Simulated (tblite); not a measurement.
C4F3N3S.
Numbering: `[N:1]#[C:2][c:3]1[n:4][n:5][c:6]([C:7]([F:8])([F:9])[F:10])[s:11]1`

The geometry is computed with GFN2-xTB (gas phase).

What internal coordinates does the optimisation give?

```tsv
bond	length (pm)	order
N1≡C2	114.4	triple
C2–C3	140.5	single
C3–N4	129.6	aromatic
N4–N5	130.2	aromatic
N5–C6	129.1	aromatic
C6–C7	149.7	single
C7–F8	132.7	single
C7–F9, C7–F10	134.2	single
C6–S11	174.0	aromatic
C3–S11	175.5	aromatic
```

Bonds in one row agree within 1 pm and their mean is given. Orders are formal, as drawn. A selection of angles:
```tsv
angle	degrees
N1–C2–C3	178.6
C2–C3–N4	125.0
C2–C3–S11	121.5
N4–C3–S11	113.5
C3–N4–N5	113.9
N4–N5–C6	113.8
N5–C6–C7	124.0
N5–C6–S11	114.3
C7–C6–S11	121.7
C6–C7–F8	112.5
F8–C7–F9	107.5
F9–C7–F10	106.4
C3–S11–C6	84.4
```

Torsions: N5–C6–C7–F8 0° (synperiplanar).

The 3 C–N bonds span 1.144 Å (N1≡C2, drawn triple) to 1.296 Å (C3–N4, aromatic), a spread of 0.152 Å. The 5-membered ring C3–N4–N5–C6–S11 has internal angles of 84.4° to 114.3° (sum 540°, against 540° for a flat polygon); it is planar, 0.00 Å rms from its mean plane, widest ring torsion 0°. N4 (pyridine-type nitrogen) is bent (angle 113.9°). The C–C distances run from 1.405 Å (C2–C3, drawn single) to 1.497 Å (C6–C7, drawn single), a spread of 0.092 Å. S11 (thiophene-type sulfur) is bent (angle 84.4°).

Point group: Cs (tolerance 0.08 Å). Its lowest GFN2-xTB frequency is 9 cm⁻¹, too small to tell a flat minimum from a shallow saddle.
